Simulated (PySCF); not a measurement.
Geometry (Å), atoms numbered from 1 in this order:
```xyz
26

C    -2.6988    1.2786   -1.2142
C    -2.5671    0.0991   -0.6073
C    -1.7093   -1.0251   -1.1094
N    -0.5968   -1.3388   -0.2298
Si   -0.6832   -2.6088    0.9724
N     0.3644   -0.3392   -0.1837
C     1.7031   -0.7103   -0.6155
C     2.5913    0.4418   -0.1153
C     1.6462    1.3613    0.6813
C     0.4741    0.4571    1.0207
H    -2.1789    1.4906   -2.1543
H    -3.3267    2.0729   -0.8012
H    -3.0848   -0.0817    0.3440
H    -1.3197   -0.7776   -2.1122
H    -2.3198   -1.9399   -1.2151
H    -1.4038   -2.2479    2.2398
H    -1.4110   -3.7587    0.3565
H     0.7043   -3.0086    1.3513
H     2.0249   -1.6735   -0.1693
H     1.7255   -0.8403   -1.7095
H     3.3933    0.0523    0.5288
H     3.0796    0.9803   -0.9397
H     2.1225    1.8015    1.5687
H     1.2895    2.1863    0.0464
H    -0.4647    0.9986    1.2103
H     0.6994   -0.1586    1.9236
```

Geometry: PBE0-D3(BJ)/def2-SVP; GIAO shifts from PySCF 2.14.0 with density-fitted response routines, gas phase, non-relativistic, averaged over equivalent atoms.

At wB97X-D/pcSseg-1 (257 basis functions, 67 s wall time on 1 thread of an Arm Neoverse V2, shared host):
| atoms | δ (ppm) |
| --- | --- |
| C2 | 148.2 |
| C1 | 125.6 |
| C3 | 60.1 |
| C7/C10 | 52.4 |
| C8/C9 | 24.6 |
| N6 | 93.1 |
| N4 | 71.4 |
| Si5 | -67.3 |
| H13 | 6.07 |
| H11 | 5.43 |
| H12 | 5.30 |
| H16/H17/H18 | 4.54 |
| H14/H15 | 3.20 |
| H19/H20/H25/H26 | 2.66 |
| H21/H22/H23/H24 | 1.57 |

Shifts are taken against calculated references (same method and geometry level): ¹³C (184.54 ppm), ²⁹Si (352.93 ppm), ¹H (31.38 ppm) vs TMS; ¹⁵N (263.98 ppm) against NH3.

What do these become at PBE0/pcSseg-1?

## Answers


```csv
atoms,δ at PBE0/pcSseg-1,change
C2,147.6,-0.6
C1,124.6,-1.0
C3,60.8,+0.7
C7/C10,52.3,-0.1
C8/C9,24.7,+0.1
N6,98.0,+4.9
N4,75.7,+4.3
Si5,-69.9,-2.6
H13,6.10,+0.03
H11,5.43,+0.00
H12,5.30,+0.00
H16/H17/H18,4.61,+0.07
H14/H15,3.26,+0.06
H19/H20/H25/H26,2.68,+0.02
H21/H22/H23/H24,1.61,+0.04
```

δ = σ(ref) − σ, references computed at the same level: ¹³C (184.41 ppm), ²⁹Si (351.99 ppm), ¹H (31.27 ppm) vs TMS; NH3 for ¹⁵N (265.67 ppm).

The largest change is at N6 (nitrogen bonded to O or N). Cost: 257 basis functions, 64 s wall time on 1 thread of an Arm Neoverse V2, shared host. The order of the carbon signals is the same at both levels.

Experimental scales use liquid or dissolved standards, which lie at an offset from isolated NH3 (liquid NH3: subtract about 20 ppm).
